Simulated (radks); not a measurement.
Results of a calculation; reference values are marked as such.
Numerical settings for neutral helium, [He]. Code: a radial shooting solver on a logarithmic mesh with Libxc functionals. Model: non-relativistic Kohn-Sham, PBEsol, spin-polarised, spherical densities, point nucleus. The defaults (mesh step 0.008 in ln r, mesh end at 40 bohr or more with all orbitals vanishing there, Anderson mixing 0.5 over 9 steps, residual threshold near 1e-9 with the energy settled to 1e-9 hartree or 1e-11 of itself, here a cap of 78 iterations) give E = -2.8577 hartree and 1s at -15.499 eV in 14 iterations. Run on one thread of a shared host, so times are rough (Arm Neoverse V2): 0.04 s of CPU time, 0.04 s wall, 14 iterations on 2476 mesh points. Changes against that run (0 stands for a change within the tolerance of the run):

setting,iterations,converged,E (mhartree),e(1s) (meV),CPU (s)
mesh step in ln r 0.03,14,yes,0,0,0.01
mesh step in ln r 0.003,15,yes,0,0,0.1
mesh step in ln r 0.005,14,yes,0,0,0.06
mesh end (bohr) 20,14,yes,0,0,0.04
mesh end (bohr) 3,13,yes,+37.5,+1.77e+03,0.03
residual threshold 1e-16,78,no,0,0,0.18
residual threshold 1e-13,78,no,0,0,0.17
mixing 0.01,18,yes,0,0,0.05
"linear mixing, mixing 0.2",78,no,0,0,0.16
"linear mixing, mixing 0.5",29,yes,0,0,0.06
mixing history 20,13,yes,0,0,0.04
iteration cap 3,3,no,+0.159,-92,0.01

Settings that end as converged yet miss the energy by more than 1 mhartree: mesh end (bohr) 3 (+0.0375 hartree). A mesh that ends early acts as a hard wall.
